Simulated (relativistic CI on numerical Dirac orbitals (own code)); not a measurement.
d1 to d9 in one octahedral field

Computed with a parametric ligand-field model without spin-orbit coupling, by exact diagonalisation: B = 470, C = 1980, 10Dq = 19300 cm⁻¹ (Oh; |10Dq|/B = 41.1) for every shell. Energies in cm⁻¹; the field energy is (0.6 n_e − 0.4 n_t2) × 10Dq of the ground term; g labels are left out. So small a B with so large a field is typical of 4d and 5d ions, where spin-orbit coupling, left out here, reaches 1,000 to 4,000 cm⁻¹.

| Shell | Ground term | Electrons in e | Field energy | First spin-allowed bands | Lowest term of other spin |
| --- | --- | --- | --- | --- | --- |
| d1 | 2T2 | 0.000 | -7720 | 2E 19300 |  |
| d2 | 3T1 | 0.014 | -15174 | 3T2 18223, 3T1 24196 | 1T2 6974 |
| d3 | 4A2 | 0.000 | -23160 | 4T2 19300, 4T1 24430 | 2E 9578 |
| d4 | 3T1 | 0.021 | -30465 | 3E 17457, 3T1 17955 | 1T2 5835 |
| d5 | 2T2 | 0.040 | -37835 | 2A2 16828, 2T1 16994 | 4T1 9921 |
| d6 | 1A1 | 0.030 | -45743 | 1T1 17925, 1T2 24400 | 3T1 13707 |
| d7 | 2E | 1.021 | -34338 | 2T1 17810, 2T2 18279 | 4T1 9709 |
| d8 | 3A2 | 2.000 | -23160 | 3T2 19300, 3T1 24430 | 1E 7652 |
| d9 | 2E | 3.000 | -11580 | 2T2 19300 |  |

Low spin: d4, d5, d6, d7; the other shells keep the spin of the free ion. Only d4 to d7 can choose; the field needed to pair spins is smallest for d6 and largest for d5, which loses most exchange energy. In the strong-field picture 10Dq must exceed about 6B + 5C = 12720 (d4), 7.5B + 5C = 13425 (d5), 2.5B + 4C = 9095 (d6) and 4B + 4C = 9800 (d7); mixing of terms shifts these bounds somewhat.
